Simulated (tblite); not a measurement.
Compound: C₆H₅F₃O.
Numbering: `[CH3:1][CH:2]=[C:3]=[CH:4][C:5](=[O:6])[C:7]([F:8])([F:9])[F:10]` (hydrogens: H11, H12, H13 on C1; H14 on C2; H15 on C4)

Computed with GFN2-xTB (tblite), gas phase: nudged elastic band of 9 images (0 to 8), spring 0.2 eV/Å², climbing image at the end, force threshold 0.05 eV/Å. No saddle search or frequency run followed, so the top image need not be a first-order saddle, and its height can exceed the method's true barrier by a kcal/mol or more.

The band describes a rotation about C5–C7 (ketone carbonyl carbon, CF3 carbon), followed by the dihedral C4–C5–C7–F8, from the optimised start (179°) to a second optimised geometry at -59°.

**Question.** Give the energy profile along the converged band.

**Answer.** 
| image | dihedral (°) | E (kcal/mol) | C5–C7 (Å) | C4···F8 (Å) | largest true force (eV/Å) |
| --- | --- | --- | --- | --- | --- |
| 0 | 179 | 0.00 | 1.560 | 3.68 | 0.01 |
| 1 | -167 | 0.36 | 1.559 | 3.68 | 0.04 |
| 2 | -153 | 1.30 | 1.560 | 3.65 | 0.06 |
| 3 | -138 | 2.19 | 1.561 | 3.59 | 0.05 |
| 4 | -121 | 2.58 | 1.561 | 3.50 | 0.05 |
| 5 | -105 | 2.29 | 1.561 | 3.37 | 0.06 |
| 6 | -89 | 1.45 | 1.560 | 3.22 | 0.06 |
| 7 | -74 | 0.47 | 1.560 | 3.07 | 0.04 |
| 8 | -59 | -0.02 | 1.560 | 2.93 | 0.01 |

Barriers of this band. The top is image 4 at -121°: 2.6 kcal/mol in either direction, as the ends lie within 0.002 eV of each other. The central bond is 0.001 Å longer at the top than at the start.

**Question.** What rate follows at 250 K for crossing this barrier forward?

**Answer.** Taking the electronic barrier for the free energy of activation (no zero-point or entropy terms, transmission 1), rate = (kT/h)·exp(−ΔE/kT) ≈ 3 × 10^10 s⁻¹, whose inverse is 3 × 10^-11 s. An error of 1 kcal/mol in the barrier changes this by a factor of 7, and the method and the loose band can each miss by that much or more.

**Question.** How long is the path, and how are the images spaced?

**Answer.** Cartesian distances between aligned neighbours (all atoms, Å): 0.56, 0.56, 0.56, 0.57, 0.56, 0.56, 0.56, 0.59; the sum is 4.53 Å, and the top lies 50 % of the way along.

The cost below is that of the whole band run. Hardware: an Arm Neoverse V2 with one thread, shared host with 48 logical CPUs at a one-minute load of 37. Cost: 2.7 s wall, 0.18 GiB resident at most.
